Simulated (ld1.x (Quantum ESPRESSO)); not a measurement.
## gold (Au): TM pseudisation with PBE, scalar-relativistic reference atom.

- Element: Au (Z = 79)
- Generator: ld1.x (Quantum ESPRESSO) 7.5
- Type: norm-conserving Troullier–Martins (Kleinman–Bylander form)
- Functional: PBE
- Relativity: scalar-relativistic
- Frozen core: [Xe] 4f14
- Valence charge: 11
- Reference configuration: 5d10 6s1 6p0
- Partial waves: 6p (bound, empty): rc 3.15 bohr; 5d (bound): rc 1.60 bohr; 6s (bound): rc 1.70 bohr
- Local potential: the s channel
- Core correction: Bessel-smoothed model core inside 0.75 bohr

All-electron outer shells of the reference configuration (PBE, scalar-relativistic, ld1.x):

| shell | level (eV) | outermost node (bohr) | outermost maximum (bohr) |
| --- | --- | --- | --- |
| 4f | -81.12 | – | 0.37 |
| 5p | -59.78 | 0.52 | 0.96 |
| 5d | -6.88 | 0.56 | 1.21 |
| 6s | -5.76 | 1.11 | 2.32 |
| 6p | -0.77 | 1.32 | 3.64 |

Calculated quality:

```json
{
 "Cutoffs needed": "45 Ry and 80 Ry (the cutoffs (Ry, on a coarse ladder) from which the occupation-weighted sum of valence levels, in a spherical-Bessel basis at the reference potential, stays within 10 and 1 mRy of its value at 400 Ry)",
 "Ghost test": "no extra level below or beside the all-electron valence levels (p, d, s, f tested) (spherical-Bessel basis up to 400 Ry, 20 bohr box)",
 "Largest excitation error": "-934 meV (all-electron minus pseudo) for 5d7 6s0 6p0, out of 7 test configurations"
}
```

Generation and tests took about 2 s on one core of a shared server CPU.
